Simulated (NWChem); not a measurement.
System: C2H6O2Si; SMILES O=CC[SiH2]O

Excerpt of the output:

```
             Northwest Computational Chemistry Package (NWChem) 7.3.0
             --------------------------------------------------------

 C1  symmetry detected

                             Geometry "geometry" -> ""
                             -------------------------

 Output coordinates in angstroms (scale by  1.889725989 to convert to a.u.)

  No.       Tag          Charge          X              Y              Z
 ---- ---------------- ---------- -------------- -------------- --------------
    1 O                    8.0000     0.27531114     2.59649928    -0.37577209
    2 C                    6.0000    -0.17157236     1.78309131     0.38991017
    3 C                    6.0000    -0.77460396     0.47688076    -0.01016743
    4 Si                  14.0000     0.47346492    -0.95341957     0.08508071
    5 O                    8.0000    -0.29029218    -2.41617941    -0.13175939
    6 H                    1.0000    -0.12633912     1.95832805     1.49811907
    7 H                    1.0000    -1.60523280     0.20821156     0.66385341
    8 H                    1.0000    -1.13843794     0.54476986    -1.04811690
    9 H                    1.0000     1.53017811    -0.72290488    -0.94589648
   10 H                    1.0000     1.06930987    -0.99722396     1.44774488
   11 H                    1.0000    -0.56108079    -2.64569804    -1.02503856

 Effective nuclear repulsion energy (a.u.)     219.3943547276

  xc_inp: hfexch multiplicative factor not found.

                                 NWChem DFT Module
                                 -----------------

 Summary of "ao basis" -> "ao basis" (spherical)
 ------------------------------------------------------------------------------
       Tag                 Description            Shells   Functions and Types
 ---------------- ------------------------------  ------  ---------------------
 O                          cc-pvtz                 10       30   4s3p2d1f
 C                          cc-pvtz                 10       30   4s3p2d1f
 Si                         cc-pvtz                 12       34   5s4p2d1f
 H                          cc-pvtz                  6       14   3s2p1d

            General Information
            -------------------
          SCF calculation type: DFT
          Wavefunction type:  closed shell.
          No. of atoms     :    11
          No. of electrons :    48
           Alpha electrons :    24
            Beta electrons :    24
          Charge           :     0
          Spin multiplicity:     1
          Use of symmetry is: off; symmetry adaption is: off
          Maximum number of iterations: 150
          AO basis - number of functions:   238
                     number of shells:    88
          Convergence on energy requested:  1.00D-06
          Convergence on density requested:  1.00D-05
          Convergence on gradient requested:  5.00D-04

              XC Information
              --------------
                     Hartree-Fock (Exact) Exchange  1.000

      Superposition of Atomic Density Guess
      -------------------------------------

 Sum of atomic energies:        -516.74215168

      Non-variational initial energy
      ------------------------------

 Total energy =    -518.960420
 1-e energy   =   -1146.488114
 2-e energy   =     408.133339
 HOMO         =      -0.330685
 LUMO         =      -0.032269

------------------------------------------------------------
EAF file 0: "./job.aoints.0" size=1269825536 bytes
------------------------------------------------------------
               write      read    awrite     aread      wait
               -----      ----    ------     -----      ----
     calls:     2422         0         0         0         0
   data(b): 1.27e+09  0.00e+00  0.00e+00  0.00e+00
   time(s): 0.00e+00  0.00e+00  0.00e+00  0.00e+00  0.00e+00
rate(mb/s): 0.00e+00  0.00e+00
------------------------------------------------------------

     ---------------------------------------------
      Total Density - Mulliken Population Analysis
     ---------------------------------------------

    Atom       Charge   Shell Charges
 -----------   ------   -------------------------------------------------------
    1 O    8     8.71   1.95  1.05  0.25  0.54  1.37  2.33  1.20  0.00  0.02  0.00
    2 C    6     5.46   1.96  0.84  0.18  0.35  0.62  1.09  0.29  0.04  0.10  0.02
    3 C    6     6.54   1.95  0.90  0.18  0.31  0.82  1.67  0.66  0.01  0.03  0.00
    4 Si  14    13.36   2.00  1.93  0.83  0.14  0.28  5.50  1.28  0.57  0.45  0.16  0.15  0.05
    5 O    8     8.72   1.95  1.03  0.24  0.51  1.38  2.37  1.23  0.00  0.01  0.00
    6 H    1     0.91   0.24  0.47  0.18  0.01  0.00  0.00
    7 H    1     0.79   0.23  0.40  0.13  0.01  0.02  0.00
    8 H    1     0.80   0.23  0.41  0.13  0.01  0.02  0.00
    9 H    1     1.05   0.23  0.52  0.29  0.00  0.01  0.00
   10 H    1     1.03   0.23  0.52  0.27  0.00  0.01  0.00
   11 H    1     0.62   0.20  0.29  0.06  0.02  0.05  0.01

   convergence    iter        energy       DeltaE   RMS-Dens  Diis-err
 ---------------- ----- ----------------- --------- --------- ---------
 d= 0,ls=0.0,diis     1   -517.8930226453 -7.37D+02  3.15D-03  1.13D+00
 d= 0,ls=0.0,diis     2   -517.9750317947 -8.20D-02  1.47D-03  6.28D-01
 d= 0,ls=0.0,diis     3   -518.0280524788 -5.30D-02  3.16D-04  1.08D-02
 d= 0,ls=0.0,diis     4   -518.0303385617 -2.29D-03  1.67D-04  1.90D-03
 d= 0,ls=0.0,diis     5   -518.0306609559 -3.22D-04  7.97D-05  2.16D-04
  Resetting Diis
 d= 0,ls=0.0,diis     6   -518.0307308263 -6.99D-05  5.21D-05  5.33D-05
 d= 0,ls=0.0,diis     7   -518.0307477594 -1.69D-05  9.61D-06  6.34D-06
 d= 0,ls=0.0,diis     8   -518.0307490938 -1.33D-06  3.32D-06  1.76D-06
 d= 0,ls=0.0,diis     9   -518.0307495129 -4.19D-07  6.71D-06  8.33D-07

         Total DFT energy =     -518.030749512879
      One electron energy =    -1150.225549586402
           Coulomb energy =      462.250792416750
    Exchange-Corr. energy =      -49.450347070837
 Nuclear repulsion energy =      219.394354727610

 Numeric. integr. density =        0.000000000000

                       DFT Final Molecular Orbital Analysis
                       ------------------------------------

 Vector   22  Occ=2.000000D+00  E=-4.766461D-01
              MO Center=  8.5D-01, -9.4D-01,  7.5D-02, r^2= 2.8D+00
   Bfn.  Coefficient  Atom+Function         Bfn.  Coefficient  Atom+Function
  ----- ------------  ---------------      ----- ------------  ---------------
   101      0.296480   4 Si pz              198     -0.215700   9 H  s
   212      0.196370  10 H  s               199     -0.154106   9 H  s
   213      0.140867  10 H  s               197     -0.134619   9 H  s
   211      0.123442  10 H  s               134     -0.114586   5 O  pz
   107      0.092671   4 Si pz              131     -0.091804   5 O  pz

 Vector   23  Occ=2.000000D+00  E=-4.502668D-01
              MO Center= -4.5D-02,  6.5D-01, -3.7D-02, r^2= 3.9D+00
   Bfn.  Coefficient  Atom+Function         Bfn.  Coefficient  Atom+Function
  ----- ------------  ---------------      ----- ------------  ---------------
    68      0.215819   3 C  px               99     -0.182794   4 Si px
    64      0.180962   3 C  s                 9      0.166461   1 O  py
    65      0.160426   3 C  px               71      0.148976   3 C  px
    12      0.133391   1 O  py                6      0.130055   1 O  py
   100      0.125568   4 Si py               10      0.123284   1 O  pz

 Vector   24  Occ=2.000000D+00  E=-4.190705D-01
              MO Center= -2.8D-02,  1.6D+00,  3.1D-02, r^2= 3.1D+00
   Bfn.  Coefficient  Atom+Function         Bfn.  Coefficient  Atom+Function
  ----- ------------  ---------------      ----- ------------  ---------------
    10      0.258807   1 O  pz               13      0.224192   1 O  pz
    69      0.214207   3 C  py                7      0.203932   1 O  pz
   156     -0.176780   6 H  s                 9      0.172879   1 O  py
    64      0.154463   3 C  s                66      0.150378   3 C  py
    12      0.144336   1 O  py               72      0.144454   3 C  py

 Vector   25  Occ=0.000000D+00  E= 1.116584D-01
              MO Center=  7.3D-02, -6.3D-01, -3.1D-01, r^2= 6.7D+00
   Bfn.  Coefficient  Atom+Function         Bfn.  Coefficient  Atom+Function
  ----- ------------  ---------------      ----- ------------  ---------------
   128      0.738149   5 O  s               227     -0.680474  11 H  s
    95      0.577502   4 Si s               106      0.571909   4 Si py
    71     -0.425801   3 C  px              213     -0.375621  10 H  s
   105      0.348556   4 Si px              107      0.344784   4 Si pz
   185     -0.340696   8 H  s               157      0.334165   6 H  s

 Vector   26  Occ=0.000000D+00  E= 1.310800D-01
              MO Center= -6.6D-01,  6.6D-02, -3.0D-01, r^2= 7.2D+00
   Bfn.  Coefficient  Atom+Function         Bfn.  Coefficient  Atom+Function
  ----- ------------  ---------------      ----- ------------  ---------------
    64      2.085696   3 C  s               185     -1.166599   8 H  s
   171     -0.837761   7 H  s               227     -0.715225  11 H  s
    95      0.652235   4 Si s               199     -0.574893   9 H  s
   105      0.538357   4 Si px              213     -0.517555  10 H  s
   128      0.486504   5 O  s                73     -0.371914   3 C  pz

 Vector   27  Occ=0.000000D+00  E= 1.444519D-01
              MO Center= -1.9D-01,  3.1D-01,  6.1D-01, r^2= 8.0D+00
   Bfn.  Coefficient  Atom+Function         Bfn.  Coefficient  Atom+Function
  ----- ------------  ---------------      ----- ------------  ---------------
    34      1.695169   2 C  s                64      1.231584   3 C  s
    72     -1.046516   3 C  py              105      1.017516   4 Si px
   157     -1.018453   6 H  s                95     -0.911229   4 Si s
   171     -0.900364   7 H  s               106     -0.754526   4 Si py
   227      0.548263  11 H  s                42     -0.378426   2 C  py

------------------------------------------------------------
EAF file 0: "./job.aoints.0" size=2057306112 bytes
------------------------------------------------------------
               write      read    awrite     aread      wait
               -----      ----    ------     -----      ----
     calls:     3924         8         0     31384     31384
   data(b): 2.06e+09  4.19e+06  0.00e+00  1.65e+10
   time(s): 0.00e+00  0.00e+00  0.00e+00  0.00e+00  0.00e+00
rate(mb/s): 0.00e+00  0.00e+00
------------------------------------------------------------

     ---------------------------------------------
      Total Density - Mulliken Population Analysis
     ---------------------------------------------

    Atom       Charge   Shell Charges
 -----------   ------   -------------------------------------------------------
    1 O    8     8.35   1.95  1.02  0.24  0.55  1.24  2.14  1.18  0.00  0.03  0.00
    2 C    6     5.80   1.96  0.82  0.17  0.29  0.76  1.30  0.30  0.05  0.15  0.02
    3 C    6     6.32   1.96  0.82  0.15  0.27  0.82  1.64  0.60  0.02  0.04  0.00
    4 Si  14    13.48   2.00  1.93  0.79  0.13  0.17  5.50  1.47  0.57  0.36  0.27  0.23  0.08
    5 O    8     8.46   1.95  1.00  0.23  0.55  1.26  2.21  1.25  0.00  0.01  0.00
    6 H    1     0.92   0.26  0.51  0.13  0.01  0.01  0.00
    7 H    1     0.89   0.26  0.49  0.10  0.01  0.03  0.00
    8 H    1     0.89   0.26  0.49  0.10  0.01  0.03  0.00
    9 H    1     1.06   0.24  0.55  0.26  0.00  0.01  0.00
   10 H    1     1.05   0.24  0.54  0.25  0.00  0.01  0.00
   11 H    1     0.77   0.25  0.39  0.04  0.02  0.07  0.01

     -------------------------------------------
      Total Density - Lowdin Population Analysis
     -------------------------------------------

    Atom       Charge   Shell Charges
 -----------   ------   -------------------------------------------------------
    1 O    8     7.85   1.59  0.83  0.48  0.48  1.21  2.00  1.19  0.00  0.07  0.01
    2 C    6     6.18   1.58  0.59  0.35  0.25  0.70  1.25  0.64  0.08  0.65  0.10
    3 C    6     6.04   1.57  0.57  0.32  0.25  0.75  1.47  0.81  0.02  0.27  0.03
    4 Si  14    13.67   1.99  1.39  0.64  0.44  0.26  4.79  1.30  1.12  0.62  0.64  0.24  0.24
    5 O    8     7.75   1.59  0.77  0.46  0.40  1.22  2.02  1.26  0.00  0.03  0.00
    6 H    1     1.04   0.26  0.43  0.20  0.02  0.11  0.02
    7 H    1     1.02   0.25  0.40  0.17  0.02  0.15  0.03
    8 H    1     1.02   0.25  0.40  0.18  0.02  0.15  0.03
    9 H    1     1.12   0.25  0.50  0.31  0.00  0.06  0.00
   10 H    1     1.12   0.25  0.50  0.30  0.00  0.06  0.00
   11 H    1     1.19   0.25  0.34  0.12  0.06  0.32  0.10

     Multipole analysis of the density
     ---------------------------------

     L   x y z        total         alpha         beta         nuclear
     -   - - -        -----         -----         ----         -------
     0   0 0 0     -0.000000    -24.000000    -24.000000     48.000000

     1   1 0 0     -0.585501     -0.292750     -0.292750     -0.000000
     1   0 1 0     -0.823607     -0.411803     -0.411803      0.000000
     1   0 0 1      0.045527      0.022764      0.022764     -0.000000

     2   2 0 0    -27.854651    -42.288786    -42.288786     56.722921
     2   1 1 0     -1.396688      0.965120      0.965120     -3.326927
     2   1 0 1      0.985643     -0.046971     -0.046971      1.079585
     2   0 2 0    -36.360770   -279.755302   -279.755302    523.149835
     2   0 1 1      5.969439     -0.945399     -0.945399      7.860238
     2   0 0 2    -26.230452    -31.162785    -31.162785     36.095119
```

Level: Hartree-Fock/cc-pVTZ. Coordinates come from a PBE0/def2-SVP optimisation.

**Question.** Reconstruct the input file.

**Answer.** This is not unique; one that fits is the input that was run:
```
start job
memory heap 200 mb stack 900 mb global 1100 mb
geometry units angstroms noautoz
  O      0.295371     2.589432    -0.351636
  C     -0.171019     1.782071     0.408795
  C     -0.797123     0.489205     0.000890
  Si     0.422593    -0.965285     0.097113
  O     -0.368158    -2.412221    -0.128940
  H     -0.128038     1.952422     1.517855
  H     -1.636197     0.234224     0.669748
  H     -1.154303     0.567839    -1.038611
  H      1.488782    -0.751540    -0.927703
  H      1.010554    -1.025489     1.462573
  H     -0.638789    -2.633255    -1.024404
end
basis spherical
  * library cc-pvtz
end
dft
  xc hfexch
  iterations 150
  semidirect filesize 400000000
  mulliken
end
task dft energy
```
